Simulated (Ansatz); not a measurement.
Species: H₂SeSi, SMILES `[SiH2]=[Se]` (charge 0, multiplicity 1).

**Question.** Give a relaxed geometry from r2SCAN-D4/def2-TZVP (Ansatz, a first-principles code).

**Answer.** the end point of this relaxation (outside a Z-matrix the atoms follow the SMILES, hydrogens last).
Cartesian coordinates (Å) in one orientation:
```xyz
4

Si    -0.091     0.002     0.000
Se     1.983    -0.034     0.008
H     -0.967    -1.198    -0.004
H     -0.925     1.231    -0.003
```
